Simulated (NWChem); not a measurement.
Molecule: MgF$_{2}$; SMILES [F][Mg][F]

```xyz
3

Mg     0.0000     0.0000    -0.0477
F      1.7536     0.0000    -0.0477
F     -1.7536     0.0000    -0.0477
```
Atoms are numbered in this order, from 1.

Program: NWChem. The geometry was optimised at PBE0/def2-SVP. GIAO values for the isolated, static molecule; σ is the absolute isotropic shielding, δ = σ(reference) − σ with the isolated reference molecule computed at the same levels (19F: trichlorofluoromethane).

For level PBE0/pcSseg-1:

- σ Mg1 (ppm) = 540.5
- δ F2 (ppm) = -266.6

What are these values for level PBE/pcSseg-1?

The σ Mg1 (ppm) is 526.0 and the δ F2 (ppm) is -281.9.
